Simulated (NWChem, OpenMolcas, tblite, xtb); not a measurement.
## A ladder of methods for C2H3Sn (SMILES C#[C][SnH2])

C2H3Sn has 6 atoms, charge 0, and is taken as a doublet. SMILES: `C#[C][SnH2]`. The coordinates come from a PBE0-D4/def2-TZVP relaxation.

```xyz
6

C    -0.3931   -1.8300   -0.1721
C    -0.0484   -0.6801   -0.0276
Sn    0.7211    1.2252    0.3000
H    -0.7160   -2.8371   -0.3079
H     0.8139    2.0198   -1.2161
H    -0.3356    2.0380    1.3777
```

Each level gives the dipole moment (D). The values are calculated.

```tsv
level	kind	program	value (D)	CPU time
GFN2-xTB	semi-empirical	tblite	0.75	under 2 s
GFN1-xTB	semi-empirical	tblite	0.48	under 2 s
GFN0-xTB	semi-empirical	xtb	1.10	under 2 s
IPEA1-xTB	semi-empirical	tblite	0.51	under 2 s
UHF/ANO-RCC-MB (DKH2)	Hartree–Fock	OpenMolcas	1.12	4.4 s
UHF/3-21G	Hartree–Fock	NWChem	0.88	39 s
UHF/def2-SVP (core potential)	Hartree–Fock	NWChem	0.58	53 s
UPBE/def2-TZVP (core potential)	GGA	NWChem	0.34	2.4 min
U-r2SCAN/STO-3G	meta-GGA	NWChem	1.32	45 s
UB3LYP/def2-SVP (core potential)	global hybrid	NWChem	0.38	83 s
```

All-electron rows without a relativistic Hamiltonian named are non-relativistic, while core potentials hold scalar relativity, so basis and relativity change together. The values span 0.34 to 1.32 D. Magnitudes only: a small dipole may point the other way at some levels. Sets without polarisation functions give poor dipoles. Times are those of the runs behind each value, whatever else they computed, on shared processors of several kinds: orders of magnitude only.
